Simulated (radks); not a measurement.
Task: These are the eigenvalues of the occupied orbitals of an atom or ion with whole-number occupations (Ry). Method: scalar-relativistic Kohn-Sham, LB94 model potential, spin-polarised, spherical densities, finite nucleus; Fermi nuclear charge, rms radius of each element as measured or else 0.836 A^(1/3) + 0.57 fm; computed with a radial shooting solver on a logarithmic mesh with Libxc functionals.

| orbital | eigenvalue |
|---|---|
| 1s down | -693.9707 |
| 1s up | -693.4233 |
| 2s up | -145.5600 |
| 2s down | -143.1685 |
| 2p up | -137.8842 |

Which element is it, and in what charge state? The configuration may be excited. Open shells, if any, are filled with parallel spins first.

Result: Z = 28, nickel, charge +21: Ni21+ in [He] 2s2 2p3. The list shows which subshells hold electrons but not how many an open one holds; the 1s level, -346.99 hartree, gives Z - s = 26.3 by -(Z - s)^2/2, which with screening and relativity narrows Z to a few neighbours, and the depths of the outer levels then fix element, charge and occupations together.
